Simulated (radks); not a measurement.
Task: The mean radii <r> (bohr) of the occupied orbitals of an atom or ion are listed with their occupations. Method: Dirac Kohn-Sham, PBE, spin-unpolarised, spherical densities, point nucleus; computed with a radial shooting solver on a logarithmic mesh with Libxc functionals.

| orbital | occ. | <r> |
|---|---|---|
| 1s1/2 | 2 | 0.02318 |
| 2s1/2 | 2 | 0.09845 |
| 2p1/2 | 2 | 0.08244 |
| 2p3/2 | 4 | 0.08896 |
| 3s1/2 | 2 | 0.2601 |
| 3p1/2 | 2 | 0.2497 |
| 3p3/2 | 4 | 0.2623 |
| 3d3/2 | 4 | 0.2338 |
| 3d5/2 | 6 | 0.2378 |
| 4s1/2 | 2 | 0.5895 |
| 4p1/2 | 2 | 0.6034 |
| 4p3/2 | 4 | 0.6307 |
| 4d3/2 | 4 | 0.6685 |
| 4d5/2 | 6 | 0.6777 |
| 5s1/2 | 2 | 1.278 |
| 5p1/2 | 1 | 1.362 |
| 4f5/2 | 3 | 0.7960 |

Name the element and its charge. Open shells, if any, fill j = l - 1/2 first.

Result: Z = 61, promethium, charge +9: Pm9+ in [Kr] 4d10 4f3 5s2 5p1. The 1s radius gives Z: for a bare nucleus <r> = (2 gamma + 1)/(2Z) with gamma = sqrt(1 - (Z/c)^2), 0.02288 bohr for Z = 61, and screening makes it slightly larger (0.02318 here). The occupations add up to 52, and the charge is Z minus that.
